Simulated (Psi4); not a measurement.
Al, charge -1, triplet (a gas-phase anion, which may not be bound at this level).

Here is a job for Psi4.
```
memory 2 GB

molecule {
-1 3
  Al    0.00000000    0.00000000    0.00000000
}

set basis aug-cc-pvdz
set reference uhf

energy('ccsd(t)')
print_variables()
```

What does this run give for the total energy, coupled-cluster correlation energy (without the perturbative part), number of basis functions?


```
Property                                                                     Value
------------------------------------------------------------------  --------------
total energy                                                        -241.940620 Ha
coupled-cluster correlation energy (without the perturbative part)      -0.0636 Eh
number of basis functions                                                       27
```

A gas-phase anion may not be bound at this level; its values then depend on the basis.

These values belong to the state on which the SCF converged, which isn't shown to be the lowest.
